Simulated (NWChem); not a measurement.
System: MoN2H2ClF; SMILES [NH]=[Mo](=[NH])([F])[Cl]

The following NWChem deck was run.

```
start job
memory heap 200 mb stack 900 mb global 1100 mb
geometry units angstroms noautosym nocenter noautoz
  Mo     0.055139    -0.234116     0.000000
  N     -0.813777    -0.732457    -1.385901
  H     -1.608609    -1.143339    -1.873454
  N     -0.813777    -0.732457     1.385901
  H     -1.608609    -1.143339     1.873454
  F      1.704338    -1.083416     0.000000
  Cl     0.088607     2.052816     0.000000
end
basis spherical
  * library def2-svp
end
ecp
  Mo library def2-ecp
end
dft
  xc b3lyp
  iterations 150
end
property
  response 1 0.0773
end
task dft property
```

Parts of the log:

```
             Northwest Computational Chemistry Package (NWChem) 7.3.0
             --------------------------------------------------------

                             Geometry "geometry" -> ""
                             -------------------------

 Output coordinates in angstroms (scale by  1.889725989 to convert to a.u.)

  No.       Tag          Charge          X              Y              Z
 ---- ---------------- ---------- -------------- -------------- --------------
    1 Mo                  42.0000     0.05513900    -0.23411600     0.00000000
    2 N                    7.0000    -0.81377700    -0.73245700    -1.38590100
    3 H                    1.0000    -1.60860900    -1.14333900    -1.87345400
    4 N                    7.0000    -0.81377700    -0.73245700     1.38590100
    5 H                    1.0000    -1.60860900    -1.14333900     1.87345400
    6 F                    9.0000     1.70433800    -1.08341600     0.00000000
    7 Cl                  17.0000     0.08860700     2.05281600     0.00000000

 Effective nuclear repulsion energy (a.u.)     582.3985549481

                                 NWChem DFT Module
                                 -----------------

 Summary of "ao basis" -> "ao basis" (spherical)
 ------------------------------------------------------------------------------
       Tag                 Description            Shells   Functions and Types
 ---------------- ------------------------------  ------  ---------------------
 Mo                         def2-svp                11       31   5s3p2d1f
 N                          def2-svp                 6       14   3s2p1d
 H                          def2-svp                 3        5   2s1p
 F                          def2-svp                 6       14   3s2p1d
 Cl                         def2-svp                 8       18   4s3p1d

            General Information
            -------------------
          SCF calculation type: DFT
          Wavefunction type:  closed shell.
          No. of atoms     :     7
          No. of electrons :    56
           Alpha electrons :    28
            Beta electrons :    28
          Charge           :     0
          Spin multiplicity:     1
          Use of symmetry is: off; symmetry adaption is: off
          Maximum number of iterations: 150
          AO basis - number of functions:   101
                     number of shells:    43
          Convergence on energy requested:  1.00D-06
          Convergence on density requested:  1.00D-05
          Convergence on gradient requested:  5.00D-04

              XC Information
              --------------
                         B3LYP Method XC Potential
                     Hartree-Fock (Exact) Exchange  0.200
                        Slater Exchange Functional  0.800 local
                    Becke 1988 Exchange Functional  0.720 non-local
              Lee-Yang-Parr Correlation Functional  0.810
                  VWN I RPA Correlation Functional  0.190 local

             Grid Information
             ----------------
          Grid used for XC integration:  medium
          Radial quadrature: Mura-Knowles
          Angular quadrature: Lebedev.
          Tag              B.-S. Rad. Rad. Pts. Rad. Cut. Ang. Pts.
          ---              ---------- --------- --------- ---------
          Mo                  1.45      123           9.0       590
          N                   0.65       49          10.0       434
          H                   0.35       45          11.0       434
          F                   0.50       49          10.0       434
          Cl                  1.00       88          11.0       590
          Grid pruning is: on
          Number of quadrature shells:   448
          Spatial weights used:  Erf1

      Superposition of Atomic Density Guess
      -------------------------------------

 Sum of atomic energies:        -745.39493970

      Non-variational initial energy
      ------------------------------

 Total energy =    -736.119294
 1-e energy   =   -1570.009225
 2-e energy   =     565.935515
 HOMO         =      -0.367442
 LUMO         =      -0.036660

   convergence    iter        energy       DeltaE   RMS-Dens  Diis-err
 ---------------- ----- ----------------- --------- --------- ---------
 d= 0,ls=0.0,diis     1   -738.4161379087 -1.01D+03  4.40D-02  3.19D+00
 d= 0,ls=0.0,diis     2   -733.5764087540  4.84D+00  3.64D-02  4.11D+01
 d= 0,ls=0.0,diis     3   -738.7492233418 -5.17D+00  6.43D-03  5.32D-01
 d= 0,ls=0.0,diis     4   -738.7782342913 -2.90D-02  2.41D-03  2.85D-01
 d= 0,ls=0.0,diis     5   -738.8055372308 -2.73D-02  5.61D-04  3.60D-03
  Resetting Diis
 d= 0,ls=0.0,diis     6   -738.8059826082 -4.45D-04  2.08D-04  5.24D-04
 d= 0,ls=0.0,diis     7   -738.8060411010 -5.85D-05  1.71D-04  7.95D-05
 d= 0,ls=0.0,diis     8   -738.8060109845  3.01D-05  1.21D-04  3.37D-04
 d= 0,ls=0.0,diis     9   -738.8060455705 -3.46D-05  3.72D-05  4.72D-05
 d= 0,ls=0.0,diis    10   -738.8060509777 -5.41D-06  4.25D-06  1.75D-07
 d= 0,ls=0.0,diis    11   -738.8060510021 -2.44D-08  9.63D-07  1.07D-08

         Total DFT energy =     -738.806051002075
      One electron energy =    -1574.368499399352
           Coulomb energy =      628.685982616321
    Exchange-Corr. energy =      -61.077949724749
 Nuclear repulsion energy =      267.954415505705

 Numeric. integr. density =       55.999994996033

                       DFT Final Molecular Orbital Analysis
                       ------------------------------------

 Vector   26  Occ=2.000000D+00  E=-3.167784D-01
              MO Center= -1.5D-01,  2.3D-01, -3.7D-08, r^2= 4.2D+00
   Bfn.  Coefficient  Atom+Function         Bfn.  Coefficient  Atom+Function
  ----- ------------  ---------------      ----- ------------  ---------------
    96      0.376794  7 Cl pz                93      0.289211  7 Cl pz
    35      0.232436  2 N  px                54     -0.232436  4 N  px
    18     -0.226000  1 Mo d  1              75      0.202504  6 F  pz
    38     -0.170042  2 N  px                57      0.170042  4 N  px
    90      0.167076  7 Cl pz                78     -0.148350  6 F  pz

 Vector   27  Occ=2.000000D+00  E=-3.093109D-01
              MO Center= -3.2D-01,  2.6D-01,  2.3D-07, r^2= 4.1D+00
   Bfn.  Coefficient  Atom+Function         Bfn.  Coefficient  Atom+Function
  ----- ------------  ---------------      ----- ------------  ---------------
    94      0.370018  7 Cl px                36     -0.269861  2 N  py
    55     -0.269861  4 N  py                91      0.270198  7 Cl px
    39      0.207794  2 N  py                58      0.207794  4 N  py
     7     -0.167864  1 Mo py                19      0.167423  1 Mo d  2
    95     -0.167007  7 Cl py                88      0.156988  7 Cl px

 Vector   28  Occ=2.000000D+00  E=-2.933907D-01
              MO Center= -4.5D-01,  1.5D-01,  1.0D-07, r^2= 4.0D+00
   Bfn.  Coefficient  Atom+Function         Bfn.  Coefficient  Atom+Function
  ----- ------------  ---------------      ----- ------------  ---------------
    96      0.370355  7 Cl pz                93      0.269860  7 Cl pz
    37      0.237374  2 N  pz                56      0.237374  4 N  pz
    36     -0.187524  2 N  py                55      0.187524  4 N  py
    40     -0.186051  2 N  pz                59     -0.186051  4 N  pz
    35     -0.171790  2 N  px                54      0.171790  4 N  px

 Vector   29  Occ=0.000000D+00  E=-8.964172D-02
              MO Center=  5.7D-02, -1.3D-01,  4.0D-09, r^2= 2.4D+00
   Bfn.  Coefficient  Atom+Function         Bfn.  Coefficient  Atom+Function
  ----- ------------  ---------------      ----- ------------  ---------------
    15      0.669580  1 Mo d -2              19      0.391309  1 Mo d  2
    94     -0.232592  7 Cl px                 6     -0.187821  1 Mo px
    40     -0.186524  2 N  pz                59      0.186524  4 N  pz
    37      0.177772  2 N  pz                56     -0.177772  4 N  pz
    20      0.159468  1 Mo d -2              73      0.159222  6 F  px

 Vector   30  Occ=0.000000D+00  E=-6.647258D-02
              MO Center= -2.6D-01, -3.5D-01, -1.0D-07, r^2= 2.3D+00
   Bfn.  Coefficient  Atom+Function         Bfn.  Coefficient  Atom+Function
  ----- ------------  ---------------      ----- ------------  ---------------
    16      0.730551  1 Mo d -1              18      0.339927  1 Mo d  1
    39      0.294428  2 N  py                58     -0.294428  4 N  py
    36     -0.261628  2 N  py                55      0.261628  4 N  py
    96     -0.163370  7 Cl pz                21      0.150425  1 Mo d -1
    35      0.127782  2 N  px                54     -0.127782  4 N  px

 Vector   31  Occ=0.000000D+00  E=-5.813018D-02
              MO Center= -2.6D-01, -1.4D-01,  9.2D-08, r^2= 3.1D+00
   Bfn.  Coefficient  Atom+Function         Bfn.  Coefficient  Atom+Function
  ----- ------------  ---------------      ----- ------------  ---------------
    17      0.581485  1 Mo d  0              19      0.497687  1 Mo d  2
    95     -0.367146  7 Cl py                34     -0.281142  2 N  s
    53     -0.281142  4 N  s                 87      0.276221  7 Cl s
    47      0.216450  3 H  s                 66      0.216450  5 H  s
    15     -0.200902  1 Mo d -2              39     -0.182932  2 N  py

     Multipole analysis of the density
     ---------------------------------

     L   x y z        total         alpha         beta         nuclear
     -   - - -        -----         -----         ----         -------
     0   0 0 0      0.000000    -28.000000    -28.000000     56.000000

     1   1 0 0     -1.151413     -3.417109     -3.417109      5.682805
     1   0 1 0     -0.622273     -9.125223     -9.125223     17.628173
     1   0 0 1      0.000000      0.000000      0.000000      0.000000

     2   2 0 0    -36.184871    -90.880466    -90.880466    145.576061
     2   1 1 0      4.220506      5.116962      5.116962     -6.013417
     2   1 0 1     -0.000000     -0.000000     -0.000000      0.000000
     2   0 2 0    -39.510027   -185.980415   -185.980415    332.450803
     2   0 1 1     -0.000000     -0.000000     -0.000000      0.000000
     2   0 0 2    -36.067164    -78.580552    -78.580552    121.093941

 *** CALLING NEW AORESP DRIVER FOR CLOSED AND OPEN SHELLS ***
 Entering AOResponse driver routine

--------------------------------------------------------------------------------

          -----------------------------------------------
          Solving response equations for perturbing field
          -----------------------------------------------

 number of frequencies:     1
 frequency in a.u.:  0.7730000E-01
 Perturbing field: electric
 Using El. Dipole Length Gauge

 Setting up CPKS with frequency omega =      0.07730000 a.u.

                            NWChem Dynamic CPHF Module
                            --------------------------

    scftype = RHF
    nclosed =   28
      nopen =    0
  variables =     4088
  num. vecs =        3
  tolerance =   1.0D-04
  max. iter =   50

 SCF residual:    9.6929894991742508E-005

Iterative solution of linear equations
  No. of variables     4088
  No. of equations        3
  Maximum subspace       30
       Convergence  1.0D-04

   iter   nsub   residual    time
   ----  ------  --------  ---------
     1      3    1.35D+01      59.3
     2      6    4.90D+00      83.8
     3      9    1.51D+00     105.8
     4     12    2.33D-01     127.0
     5     15    4.83D-02     149.7
     6     18    8.90D-03     174.0
     7     21    3.03D-03     197.6
     8     24    7.29D-04     221.2
     9     27    1.22D-04     244.2
    10     30    2.49D-05     265.6

 Electric Dipole Response Matrix (nonzero elements):

              1        2        3
    1   49.8826   6.5181  -0.0000
    2    6.5181  64.1277   0.0000
    3   -0.0000   0.0000  62.1927

 ------------------------------------------
 average:        58.73433 + I       0.00000

 DFT Linear Response polarizability / au
 Frequency  =       0.0773000 / au
 Wavelength =     589.4353558 / nm
              X              Y              Z
 -----------------------------------------------
 X      49.8825769      6.5181148     -0.0000001
 Y       6.5181235     64.1276835      0.0000005
 Z      -0.0000001      0.0000005     62.1927370
 -----------------------------------------------
 Eigenvalues =      47.3502565     66.6600039     62.1927370
 Isotropic   =      58.7343325
 Anisotropic =      17.5088841
 -----------------------------------------------

 Magnetic Dipole Response Matrix (nonzero elements):

 Exiting AOResponse driver routine
```

Level: B3LYP/def2-SVP with def2 effective core potentials on Mo. Coordinates come from a PBE0/def2-SVP optimisation. B3LYP is NWChem's, with the RPA form of VWN correlation. def2 effective core potentials on Mo; no spin-orbit coupling.
